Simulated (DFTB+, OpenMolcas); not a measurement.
How methods differ on C2H6Zn (dimethylzinc)

C2H6Zn: 9 atoms, total charge 0, spin state singlet. SMILES: `[CH3][Zn][CH3]`. The coordinates come from a PBE0-D4/def2-TZVP relaxation.

Quantity: the vertical energy of the triplet above the singlet, in eV. The values are calculated.

| level | kind | program | value (eV) |
| --- | --- | --- | --- |
| DFTB2-D4 | semi-empirical | DFTB+ | 5.37 |
| HF/cc-pVDZ | Hartree–Fock | OpenMolcas | 5.41 |
| SVWN5/cc-pVDZ | LDA | OpenMolcas | 5.51 |
| PBE/cc-pVDZ | GGA | OpenMolcas | 5.37 |
| revPBE/cc-pVDZ | GGA | OpenMolcas | 5.36 |
| r2SCAN/cc-pVDZ | meta-GGA | OpenMolcas | 5.47 |
| BHLYP/cc-pVDZ | global hybrid | OpenMolcas | 5.61 |
| PBE0/cc-pVDZ | global hybrid | OpenMolcas | 5.57 |

The values span 5.36 to 5.61 eV. A triplet this far above the singlet is often a Rydberg-like or dissociative state; sets without diffuse functions put Rydberg states too high. The upper state's dipole differs much between rows, so they may not all be the same state.
